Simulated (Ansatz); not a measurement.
C₄H₁₀Ga (SMILES C[CH2][Ga+][CH2]C), charge +1, singlet, geometry from GFN2-xTB (such geometries of metal compounds can be far from the true shape); HF/STO-3G in Ansatz (a quantum-chemistry and plane-wave program).

Here is a job for Ansatz.
Ansatz 0.2 input:
```yaml
crystal:
  periodic: [false, false, false]
  atoms:
    - {symbol: Ga, position_ang: [-0.06165786, 0.01176005, 0.13691187]}
    - {symbol: C, position_ang: [1.66909608, -0.90750982, 0.97669008]}
    - {symbol: C, position_ang: [1.78074598, -2.36640149, 0.56561244]}
    - {symbol: H, position_ang: [1.56043898, -0.79232305, 2.06129048]}
    - {symbol: H, position_ang: [2.51939496, -0.31357011, 0.62240419]}
    - {symbol: H, position_ang: [1.87194044, -2.47910199, -0.51618546]}
    - {symbol: H, position_ang: [0.92989129, -2.95379643, 0.91461952]}
    - {symbol: H, position_ang: [2.67964241, -2.78814035, 1.01681932]}
    - {symbol: C, position_ang: [-1.79398570, 0.94519176, -0.68341230]}
    - {symbol: C, position_ang: [-1.45537834, 2.29066249, -1.30409025]}
    - {symbol: H, position_ang: [-2.49524523, 1.04233967, 0.15336149]}
    - {symbol: H, position_ang: [-2.19064808, 0.23896438, -1.42173093]}
    - {symbol: H, position_ang: [-0.74454729, 2.19248551, -2.12653161]}
    - {symbol: H, position_ang: [-1.05381448, 2.98882992, -0.56776613]}
    - {symbol: H, position_ang: [-2.36852758, 2.72809334, -1.70934893]}
basis:
  gaussian:
    orbitals: STO-3G
    point_charges:
      - {charge: 0.5, position_ang: [5.4484, 4.3824, 0.5456]}
hamiltonian:
  xc: hf
total_charge: 1
```

What does Ansatz print? Leave out banner, timings and long lists.


```
Functional definition: HF
594 factors; integrals over basis functions are off by at most 9.0e-5 eV
mean field evaluation 1: about -55947.5070 eV, gradient 1.7e1 eV
mean field evaluation 2: about -55947.7114 eV, gradient 1.7e1 eV
mean field evaluation 4: about -55949.0308 eV, gradient 1.8e0 eV
mean field evaluation 8: about -55949.0425 eV, gradient 1.5e-2 eV
mean field -55949.04254660 eV, -2056.0893899643 hartree, gradient 3.0e-5 eV, S^2 0.000000; 0 other end points of the search recorded, 0 dependent functions left out
reference -55949.04254660 eV, -2056.0893899643 hartree; 32, 32 occupied and 16, 16 virtual orbitals, 594 factors
Total energy: -55949.04254660 eV, -2056.0893899643 hartree
```
